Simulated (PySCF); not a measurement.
Bonds (- single, = double, # triple, : aromatic): C1-C2, C2-C3, C3-C4, C4#C5, C5-C6, C6#C7, C7-B8, B8-O9, O9-C10. C1 carries H11, H12, H13; C2 carries H14, H15; C3 carries H16, H17; B8 carries H18; C10 carries H19, H20, H21.

Geometry: PBE0-D3(BJ)/def2-SVP; GIAO absolute shieldings from PySCF 2.14, gas phase, non-relativistic, averaged over equivalent atoms.

At CAM-B3LYP/pcSseg-1 (225 basis functions, 56 s wall time on 1 thread of an Arm Neoverse V1, shared host):
```csv
atoms,σ (ppm)
C6,79.9
C4,90.4
C7,96.7
C5,110.2
C10,119.9
C2,156.3
C3,159.0
C1,166.7
B8,63.5
O9,141.8
H18,26.71
H19/H20/H21,27.34
H16/H17,29.27
H14/H15,29.87
H11/H12/H13,30.37
```

Task: Estimate the result of repeating the calculation with PBE0/pcSseg-1.

Result: 
| atoms | σ at PBE0/pcSseg-1 | change |
| --- | --- | --- |
| C6 | 83.8 | +3.9 |
| C4 | 92.6 | +2.2 |
| C7 | 97.9 | +1.2 |
| C5 | 112.2 | +2.0 |
| C10 | 121.9 | +2.0 |
| C2 | 158.5 | +2.2 |
| C3 | 160.2 | +1.2 |
| C1 | 168.5 | +1.8 |
| B8 | 66.8 | +3.3 |
| O9 | 135.0 | -6.8 |
| H18 | 26.58 | -0.13 |
| H19/H20/H21 | 27.29 | -0.05 |
| H16/H17 | 29.11 | -0.16 |
| H14/H15 | 29.79 | -0.08 |
| H11/H12/H13 | 30.32 | -0.05 |

The largest change is at O9 (oxygen bonded to C, B). Cost: 225 basis functions, 55 s wall time on 1 thread of an Arm Neoverse V1, shared host. The order of the carbon signals is the same at both levels.

A carbon bonded to boron is broadened by the quadrupolar boron nucleus and is often missing from a measured spectrum.
